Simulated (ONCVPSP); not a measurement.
## Before and after: ONCV potential for antimony (Sb)

* Element: Sb
* Generator: ONCVPSP 4.0.1
* Type: optimised norm-conserving Vanderbilt (ONCV)
* Functional: PBE
* Relativity: scalar-relativistic
* Frozen core: [Kr]
* Valence charge: 15
* Reference configuration: 4d10 5s1.5 5p3.5
* Partial waves: 5s: rc 1.70 bohr, ncon 4, nbas 9, qcut 3.6 1/bohr, 3 projectors, debl 2.8 Ha; 5p: rc 1.80 bohr, ncon 4, nbas 8, qcut 5.2 1/bohr, 2 projectors, debl 3.7 Ha; 4d: rc 1.05 bohr, ncon 4, nbas 8, qcut 10.1 1/bohr, 2 projectors, debl 2.2 Ha
* Local potential: polynomial inside 0.70 bohr (lpopt 5, dvloc0 0 Ha)
* Core correction: none

Change: fully relativistic.

Cutoffs: the cutoffs (Ha) at which the residual kinetic energy of the hardest occupied pseudo-wave falls to 1 and 0.1 mHa per electron; they do not see the model core or the augmentation charge, which bear on the density cutoff. Errors are all-electron minus pseudo energies relative to the spin-unpolarised reference configuration.

Question: How do hardness, ghosts and transferability respond?

Answer: The potential gets neither clearly harder nor softer (46 Ha and 73 Ha → 47 Ha and 76 Ha); both files keep a bound ghost (p, s); of the 4 tests that both files solve, the error grows in 0 and shrinks in 3 by more than 15 % and 0.3 meV (median size 4.2 → 0.2 meV).

| quantity | base | changed |
| --- | --- | --- |
| cutoff, loose | 46 Ha | 47 Ha |
| cutoff, tight | 73 Ha | 76 Ha |
| loose cutoff by channel | s 7.3 Ha, p 8.4 Ha, d 46 Ha | s 7.3 Ha, p 11 Ha, d 47 Ha |
| bound ghosts | s, p | s, p3/2, p1/2 |
| GHOST(+) flags under 300 eV | s at 178.2 eV | s at 178.2 eV |
| error for 4d10 5s2 5p3, meV [ΔE -4.03 → -4.02 eV] | +0.4 | +0.1 |
| error for 4d10 5s2 5p2, meV [ΔE 4.29 → 4.32 eV] | -2.1 | -0.3 |
| error for 4d10 5s2 5p1, meV [ΔE 20.26 → 20.31 eV] | -6.4 | +0.1 |
| error for 4d9 5s2 5p3, meV [ΔE 36.71 → 36.69 eV] | -278 | -245 |
| s: phases at 1.72 bohr within 0.05 rad from the reference energy up to (Ha; the scan ends near 5) | to the end of the scan | to the end of the scan |

 A true bound ghost makes a file unfit for plane-wave use even where its test errors are small: the radial tests pick states by their node count and pass the ghost by.
